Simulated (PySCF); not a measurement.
A calculated (UHF, PySCF 2.14, ANO-RCC-VTZP, scalar relativity by spin-free X2C-1e) atom or ion has these occupied shells.

```json
{"shell": "1s α", "electrons": "1", "orbital energy (eV)": "-20129.9", "rms radius, mean of both spins (bohr)": "0.0404"}
{"shell": "1s β", "electrons": "1", "orbital energy (eV)": "-20129.9", "rms radius, mean of both spins (bohr)": "0.0404"}
{"shell": "2s α", "electrons": "1", "orbital energy (eV)": "-2940.6", "rms radius, mean of both spins (bohr)": "0.166"}
{"shell": "2s β", "electrons": "1", "orbital energy (eV)": "-2939.9", "rms radius, mean of both spins (bohr)": "0.166"}
{"shell": "2p α", "electrons": "3", "orbital energy (eV)": "-2626.0", "rms radius, mean of both spins (bohr)": "0.148"}
{"shell": "2p β", "electrons": "3", "orbital energy (eV)": "-2625.3", "rms radius, mean of both spins (bohr)": "0.148"}
{"shell": "3s α", "electrons": "1", "orbital energy (eV)": "-553.85", "rms radius, mean of both spins (bohr)": "0.456"}
{"shell": "3s β", "electrons": "1", "orbital energy (eV)": "-553.46", "rms radius, mean of both spins (bohr)": "0.456"}
{"shell": "3p α", "electrons": "3", "orbital energy (eV)": "-447.77", "rms radius, mean of both spins (bohr)": "0.462"}
{"shell": "3p β", "electrons": "3", "orbital energy (eV)": "-447.27", "rms radius, mean of both spins (bohr)": "0.462"}
{"shell": "3d α", "electrons": "5", "orbital energy (eV)": "-274.95", "rms radius, mean of both spins (bohr)": "0.453"}
{"shell": "3d β", "electrons": "5", "orbital energy (eV)": "-273.91", "rms radius, mean of both spins (bohr)": "0.453"}
{"shell": "4s α", "electrons": "1", "orbital energy (eV)": "-105.70", "rms radius, mean of both spins (bohr)": "1.18"}
{"shell": "4s β", "electrons": "1", "orbital energy (eV)": "-101.18", "rms radius, mean of both spins (bohr)": "1.18"}
{"shell": "4p α", "electrons": "3", "orbital energy (eV)": "-74.630", "rms radius, mean of both spins (bohr)": "1.30"}
{"shell": "4p β", "electrons": "3", "orbital energy (eV)": "-68.626", "rms radius, mean of both spins (bohr)": "1.30"}
{"shell": "4d α", "electrons": "3", "orbital energy (eV)": "-32.358", "rms radius, mean of both spins (bohr)": "1.77"}
{"shell": "5p α", "electrons": "1", "orbital energy (eV)": "-16.902", "rms radius, mean of both spins (bohr)": "3.80"}
```

(1) Name the element and its charge.

Results:

(1) Mo²⁺ (molybdenum, charge +2), in [Kr] 4d3 5p1, one real determinant (an excited configuration).
